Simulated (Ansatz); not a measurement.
Start from `[AlH2][SiH]([SiH3])Cl` and change one atom or group to get `[NH2][AlH][SiH]([SiH3])Cl`.

Ansatz, PBE0-D4/def2-TZVP geometries, multiplicity 1. Each molecule was computed in one conformer, which needn't be the lowest.

```tsv
property	`[AlH2][SiH]([SiH3])Cl`
size of the dipole moment (B3LYP/def2-TZVPP) / D	1.39
HOMO–LUMO gap (ωB97M-V/def2-TZVPP) / eV	8.53
LUMO energy (B3LYP/def2-TZVPP) / eV	-2.54
HOMO–LUMO gap (B3LYP/def2-TZVPP) / eV	4.61
LUMO energy (ωB97M-V/def2-TZVPP) / eV	-0.74
HOMO energy (B3LYP/def2-TZVPP) / eV	-7.15
```

What does the change do to each property? (An estimate is asked.)

Ansatz gave: 
```
                                        property  `[NH2][AlH][SiH]([SiH3])Cl`  shift
size of the dipole moment (B3LYP/def2-TZVPP) / D                         2.37   0.98
         HOMO–LUMO gap (ωB97M-V/def2-TZVPP) / eV                         9.30   0.77
             LUMO energy (B3LYP/def2-TZVPP) / eV                        -1.74   0.80
           HOMO–LUMO gap (B3LYP/def2-TZVPP) / eV                         5.31   0.70
           LUMO energy (ωB97M-V/def2-TZVPP) / eV                         0.11   0.85
             HOMO energy (B3LYP/def2-TZVPP) / eV                        -7.05   0.10
```

With PBE0 the HOMO rises by 0.10 eV and the LUMO rises by 0.77 eV, so the gap widens by about 0.67 eV. PBE moves the HOMO by 0.12 eV and ωB97M-V by 0.09 eV. Dipoles are sizes alone; their direction can turn.

B3LYP here is the variant with VWN-RPA as its local correlation; programs differ in this.
